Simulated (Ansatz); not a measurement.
Born–Oppenheimer molecular dynamics of FH$_{5}$W (7 atoms, charge 0, multiplicity 1). It starts from a relaxed structure.

Level of theory: Ansatz, RKS PBE/def2-SVP.

```json
{
 "ensemble": "NVT, Langevin thermostat",
 "time step": "1 fs",
 "steps asked": "300",
 "set temperature": "300 K",
 "friction": "0.02 /fs",
 "seed": "80867"
}
```

First frame:

```xyz
7
Properties=species:S:1:pos:R:3
W 0.307 -0.383 0.307
H -0.416 0.424 1.626
H 1.626 0.424 -0.416
H 0.037 1.268 0.037
H -1.226 0.120 -0.069
F -0.259 -2.102 -0.259
H -0.069 0.120 -1.226
```

(1) How far do the bonds stretch over the last three quarters of this one trajectory? (Pairs bonded in most of those frames.)

Answers

(1) 
```json
{"bond": "W1–H2", "mean (Å)": "1.713", "spread (Å)": "0.028", "shortest": "1.63", "longest": "1.78"}
{"bond": "W1–H3", "mean (Å)": "1.722", "spread (Å)": "0.043", "shortest": "1.64", "longest": "1.82"}
{"bond": "W1–H4", "mean (Å)": "1.697", "spread (Å)": "0.034", "shortest": "1.61", "longest": "1.79"}
{"bond": "W1–H5", "mean (Å)": "1.700", "spread (Å)": "0.034", "shortest": "1.62", "longest": "1.79"}
{"bond": "W1–F6", "mean (Å)": "1.877", "spread (Å)": "0.024", "shortest": "1.83", "longest": "1.92"}
{"bond": "W1–H7", "mean (Å)": "1.672", "spread (Å)": "0.051", "shortest": "1.54", "longest": "1.80"}
```

Mean temperature of the second half: 316 K. A run of 0.3 ps of so small a system gives no equilibrium averages.

The run took 11 min on 1 thread of Arm Neoverse V1, on a shared host, peak memory 0.11 GiB.
